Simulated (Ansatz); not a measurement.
`F[CH2][AlH][SiH3]` + PH₃ → `[SiH3][AlH][PH2]` + `CF` at 600 K and 1 bar (ligand exchange at the Al–C bond).

Computed with Ansatz on PBE0-D4/def2-TZVP structures; ΔE is electronic, products minus reactants. CCSD(T)/CBS is the MP2 limit (def2-TZVPP, def2-QZVPP) plus CCSD(T) − MP2 in def2-TZVPP, frozen cores. This one scheme is used for every species. One conformer a species, not always the lowest.

```json
{"species": "`F[CH2][AlH][SiH3]`", "CCSD(T)/CBS energy (Eh)": "-672.50700", "H − E (kJ/mol)": "220.7", "S (J/(mol·K))": "460.8"}
{"species": "PH₃", "CCSD(T)/CBS energy (Eh)": "-342.72256", "H − E (kJ/mol)": "86.3", "S (J/(mol·K))": "240.2"}
{"species": "`[SiH3][AlH][PH2]`", "CCSD(T)/CBS energy (Eh)": "-875.62424", "H − E (kJ/mol)": "187.8", "S (J/(mol·K))": "446.1"}
{"species": "`CF`", "CCSD(T)/CBS energy (Eh)": "-139.63461", "H − E (kJ/mol)": "127.6", "S (J/(mol·K))": "254.6"}
```

H − E and S are ideal-gas, rigid-rotor, harmonic terms from PBE0-D4/def2-TZVP, for one conformer and one mirror image of each species. 1 Eh = 2625.50 kJ/mol, R = 8.31446 J/(mol·K).

Task: By hand: ΔE, ΔH, ΔS and ΔG.

Result: ΔE = (-875.62424) + (-139.63461) − (-672.50700) − (-342.72256) = -0.02929 Eh = -76.9 kJ/mol. Δ(H − E) = 187.8 + 127.6 − 220.7 − 86.3 = 8.4, so ΔH = -68.5 kJ/mol. ΔS = 446.1 + 254.6 − 460.8 − 240.2 = -0.3 J/(mol·K). ΔG = -68.5 − 600 × (-0.3)/1000 = -68.3 kJ/mol.

Task: By hand: the equilibrium constant, and the temperature at which ΔG would vanish if ΔH and ΔS stayed fixed.

Result: log₁₀ K = −ΔG/(RT ln 10) = 5.9. ΔG = 0 at ΔH/ΔS = 228333 K, far beyond where these terms or the molecules hold.

The number of gas molecules stays the same, so ΔS is small and ΔH decides. A doubt of 5 kJ/mol in ΔE shifts log₁₀ K by 0.4 here. Other conformers and mirror images would add mixing entropy, several J/(mol·K) or more a flexible species. Modes under 60 cm⁻¹, often nearly free rotors, make the harmonic entropy too high. These are equilibria of isolated gas molecules and say nothing of rates. Largest T1 diagnostic: 0.014 (customary marks: 0.02 for closed shells, 0.045 for open ones).
